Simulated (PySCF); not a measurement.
Telling isomers of C7H8ClP apart by NMR

[PySCF 2.14.0 with density-fitted response routines: geometry: GFN2-xTB; NMR shieldings at PBE0/pcSseg-1/GIAO; in vacuum; no relativistic terms; rapidly exchanging positions averaged; single conformer]

References, each an isolated molecule treated in the same way: 1H (σ = 31.72 ppm) and 13C (σ = 186.93 ppm) against TMS. Splittings of carbon signals by F and P are missing where no couplings were computed. Where no couplings were computed, multiplicities follow the n + 1 count of equivalent neighbours, and m marks all less simple cases (inequivalent or close neighbours, rings, F or P nearby). Shifts are as computed. Against solution values, carbons near 30 ppm lie about +3 ppm off and those near 130 ppm about +5 ppm; carbons on Cl a further +6 ppm. Of 1313 compounds with measured shifts, 239 miss one by over three times the rms of a fit or turn the order of signals round; such compounds aren't used in these exercises. Carbons bonded to Cl come out too deshielded.

(1) Tabulate the signals of `Cc1ccc(Cl)c(C)p1`, `CPc1ccc(Cl)cc1` and their relative energies.

(2) What is the quickest way to tell Cc1ccc(Cl)c(C)p1 from CPc1ccc(Cl)cc1?

Answers

(1) 
```json
{"SMILES": "Cc1ccc(Cl)c(C)p1", "carbon types": "3×C 2×CH 2×CH3", "δC": "179.6, 175.6, 147.5, 139.6, 137.5, 27.6, 26.2", "δH": "7.89 (m, 1H), 7.75 (m, 1H), 2.80 (m, 3H), 2.80 (m, 3H)", "E rel. (kcal/mol)": "0.0"}
{"SMILES": "CPc1ccc(Cl)cc1", "carbon types": "2×C 4×CH 1×CH3", "δC": "146.4, 144.9, 138.1, 134.7, 12.8", "δH": "7.64 (m, 2H), 7.52 (m, 2H), 4.18 (m, 1H), 1.39 (m, 3H)", "E rel. (kcal/mol)": "0.6"}
```

Energies are electronic energies at PBE0/pcSseg-1 on these geometries, without zero-point or thermal terms, each for the one conformer computed, which needn't be the lowest.

(2) Count the carbon signals: 7 against 5. The first has a substituted aromatic carbon (C) at 179.6 ppm, the second a methyl carbon bonded to P (CH3) at 12.8 ppm. Their most deshielded carbons lie at 179.6 and 146.4 ppm.
